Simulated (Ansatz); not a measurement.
`[NH2][Mo]([OH])(=[S])=[S]` + `CCB(S)Cl` → `[OH][Mo](=[S])(=[S])[Cl]` + `CCB(N)S`  (redistribution)

Computed with Ansatz on PBE0-D4/def2-TZVP structures; ΔE is electronic, products minus reactants. CCSD(T)/CBS is the MP2 limit (def2-TZVPP, def2-QZVPP) plus CCSD(T) − MP2 in def2-TZVPP, frozen cores. Functionals use def2-TZVPP. B3LYP here is the variant with VWN-RPA as its local correlation; programs differ in this. HSE06 is defined as in plane-wave codes. Elements past krypton have def2 core potentials. For Mo outer-core shells are correlated without core-valence functions, which leaves a few kJ/mol of doubt a bond. One conformer a species, not always the lowest.

```csv
level,ΔE (kcal/mol),difference from CCSD(T)/CBS
LDA (SPW92),-19.3,0.3
revPBE-D4,-18.1,1.5
BLYP-D4,-19.0,0.6
r2SCAN-D4,-19.2,0.4
B97M-V,-19.2,0.4
PBE0-D4,-19.0,0.6
B3LYP-D4,-19.5,0.1
r2SCANh-D4,-19.3,0.3
r2SCAN0-D4,-19.5,0.1
HSE06-D4,-19.1,0.5
BHLYP-D4,-20.0,-0.4
CAM-B3LYP-D4,-19.4,0.2
ωB97X-V,-18.2,1.4
ωB97M-V,-18.8,0.8
B2PLYP,-21.1,-1.5
PBE-QIDH,-20.8,-1.2
PBE,-18.7,0.9
BLYP,-19.4,0.2
r2SCAN,-19.3,0.3
PBE0,-19.2,0.4
r2SCANh,-19.4,0.2
r2SCAN0,-19.5,0.1
HSE06,-19.2,0.4
BHLYP,-20.2,-0.6
CAM-B3LYP,-19.6,0.0
LC-ωPBE,-18.4,1.2
RPA@PBE/def2-TZVPP,-18.4,1.2
HF/def2-SVP,-18.5,1.1
MP2/def2-SVP,-22.0,-2.4
CCSD/def2-SVP,-17.8,1.8
CCSD(T)/def2-SVP,-17.9,1.7
HF/def2-TZVPP,-19.5,0.1
MP2/def2-TZVPP,-23.1,-3.5
SCS-MP2/def2-TZVPP,-22.3,-2.7
CCSD(T)/def2-TZVPP,-19.1,0.5
HF/def2-QZVPP,-19.9,-0.3
MP2/def2-QZVPP,-23.6,-4.0
SCS-MP2/def2-QZVPP,-22.7,-3.1
HF/CBS(def2),-19.9,-0.3
CCSD/CBS(def2),-19.4,0.2
CCSD(T)/CBS,-19.6,0
```

Largest T1 diagnostic among the species: 0.025, so the coupled-cluster value is less sure than usual.

Leaving LDA and LC-ωPBE aside and taking each functional with its dispersion term where it has one, the values spread over 3.0 kcal/mol, from B2PLYP to revPBE-D4. At CCSD(T), def2-SVP lies +1.7 kcal/mol from the extrapolated value and def2-TZVPP +0.5 kcal/mol. From BLYP to BHLYP (50 % exact exchange), in def2-TZVPP and without D4, ΔE moves by −0.8 kcal/mol.
